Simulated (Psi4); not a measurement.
F₇Re (SMILES [F][Re]([F])([F])([F])([F])([F])[F]), singlet, geometry from GFN2-xTB (such geometries of metal compounds can be far from the true shape) (core potentials on Re), with bond 4-1 at 1.6 times its length. Base run: PBE/def2-SVP (Psi4).

Psi4 was given this input:
```
memory 2 GB

molecule mol {
0 1
Re    0.000000    0.000000    0.000000
F     0.265481    1.806122   -0.292297
F     0.043808   -0.289320   -1.747939
F    -0.070092    0.462911    2.796703
F    -1.657493    0.800273   -0.174002
F     0.860310   -1.610841    0.288189
F    -1.289868   -1.311526    0.184757
F     1.821569    0.315972   -0.006647
}

set {
  basis def2-svp
  reference rks
}

energy('pbe')
print_variables()
```

The base run was repeated with changes; each row names its change, and settings that it needs were set with it.

| change | ΔE vs base (mEh) | SCF cycles | grid points | basis functions | outcome |
|---|---|---|---|---|---|
| base | 0.000 | 42 | 173762 | 130 | converged |
| dft_spherical_points = 194 | -0.164 | 41 | 111678 | 130 | converged |
| dft_spherical_points = 110 | 1.475 | 40 | 63368 | 130 | converged |
| soscf = true | 0.000 | 26 | 173762 | 130 | converged |
| guess = huckel | 0.000 | 78 | 173762 | 130 | converged |
| e_convergence = 1e-4 | 0.000 | 42 | 173762 | 130 | converged |
| e_convergence = 1e-10 | 0.000 | 44 | 173762 | 130 | converged |
| scf_type = disk_df | 0.000 | 42 | 173762 | 130 | converged |
| ints_tolerance = 1e-8 | 0.000 | 42 | 173762 | 130 | converged |
| diis_max_vecs = 3 | - | - | - | 130 | not converged |
| cholesky_tolerance = 1e-6 (with scf_type cd) | - | - | - | 130 | input refused |
| scf_type = dfdirj+cosx | 0.000 | 43 | 173762 | 130 | converged |
| guess = modhuckel | 0.000 | 26 | 173762 | 130 | converged |

- cholesky_tolerance = 1e-6 (with scf_type cd): ended with `Fatal Error: Not enough memory for CD.`
